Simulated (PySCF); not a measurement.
Structure with atom numbers: `[CH3:1][CH:2]([CH3:3])[O:4][SiH2:5][PH3+:6]`. Each H is labelled by its parent atom.

Geometry: GFN2-xTB; GIAO absolute shieldings from PySCF 2.14, gas phase, non-relativistic, averaged over equivalent atoms.

At PBE0/def2-SVP (152 basis functions, 14 s wall time on 1 thread of an Arm Neoverse V2, shared host):
```csv
atoms,σ (ppm)
C2,122.4
C1/C3,171.3
O4,278.3
Si5,429.9
P6,573.8
H(Si5),25.56
H(C2),27.15
H(P6),27.51
H(C1)/H(C3),30.41
```

Q: What do these become at PBE0/pcSseg-1?

A: 
| atoms | σ at PBE0/pcSseg-1 | change |
| --- | --- | --- |
| C2 | 107.6 | -14.8 |
| C1/C3 | 159.8 | -11.5 |
| O4 | 265.3 | -13.0 |
| Si5 | 374.1 | -55.8 |
| P6 | 511.6 | -62.2 |
| H(Si5) | 25.55 | -0.01 |
| H(C2) | 26.96 | -0.19 |
| H(P6) | 27.27 | -0.24 |
| H(C1)/H(C3) | 30.16 | -0.25 |

The largest change is at P6 (phosphorus bonded to Si, 3 H). Cost: 176 basis functions, 31 s wall time on 1 thread of an Arm Neoverse V2, shared host.
